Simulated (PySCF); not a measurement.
# Potential energy of BiS along the bond

Set-up: PySCF, scalar-relativistic core potentials, basis sets Bi cc-pVDZ-PP with ECP60, S cc-pV(D+d)Z. Energies in eV from Bi + S in their ground configurations at the same level. State: ²Π (doublet), unpaired electrons π ↑.

All columns are TPSSh. A positive dipole means Bi(−)S(+).

```csv
R (Å),E (eV),μ (D),Mulliken charge on Bi (basis-dependent),HOMO (eV),LUMO (eV),Mayer bond order,⟨S²⟩
1.995,-1.397,-1.90,0.33,-4.09,-3.31,2.21,0.75
2.088,-2.358,-2.31,0.33,-4.28,-3.51,2.19,0.75
2.181,-2.890,-2.69,0.34,-4.47,-3.70,2.19,0.75
2.250,-3.085,-2.95,0.34,-4.60,-3.84,2.18,0.76
2.320,-3.150,-3.20,0.34,-4.73,-3.97,2.18,0.76
2.390,-3.118,-3.41,0.34,-4.85,-4.09,2.17,0.77
2.482,-2.968,-3.64,0.34,-4.99,-4.23,2.12,0.82
2.598,-2.691,-3.73,0.33,-5.15,-4.29,1.91,1.03
2.738,-2.324,-3.72,0.31,-5.29,-4.25,1.60,1.31
2.923,-1.845,-3.75,0.28,-5.42,-4.15,1.28,1.56
```

A fit through these points gives, at Re = 2.328 Å, μ = -3.22 D and dμ/dR = -3.25 D/Å; the reduced mass is 27.73 u.

How strong is the fundamental in the double-harmonic approximation, I = 42.26·(dμ/dR)²/μred km/mol?

I = 42.26·(-3.25)²/27.73 = 16.1 km/mol at TPSSh.

⟨S²⟩ of the unrestricted solution departs from its pure value on part of the curve, where spin states mix. These are scalar-relativistic numbers at best; spin–orbit coupling would shift them, the dissociation energy most. The state is the lowest determinant that a PBE0 search found; another state may lie lower at other levels.
